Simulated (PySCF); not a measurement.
Computed IR spectrum (relative IR intensity) of a molecule C2H6FInO. Coordinates come from a B3LYP-D3(BJ)/def2-SVP optimisation. The def2 effective core potentials stand for the cores of In; spin–orbit coupling is left out. Other conformers were not sampled. Level of theory: PySCF with B3LYP-D3(BJ)/def2-SVP. Frequencies are harmonic and unscaled.

Lines under 2 % of the strongest are left out, and lines within 2 cm⁻¹ are merged.

```
ν (cm⁻¹)  relative intensity
--------  ------------------
19                       4.5
67                       8.8
113                       24
151                       20
233                      7.6
239                      2.1
275                       92
467                      4.6
595                       81
598                       98
646                       25
789                      100
948                      2.7
968                      5.2
1046                     6.4
1190                      39
1242                     2.5
1401                     6.8
1477                      10
3019                      39
3061                     5.8
3090                      21
3102                     9.5
3123                      16
3821                      45
```

### Question
Which molecule gave these data?
A. C[O][In]([CH3])[F]
B. CC[O][InH][F]
C. C[CH2][In]([OH])[F]

### Answer
C, C[CH2][In]([OH])[F]
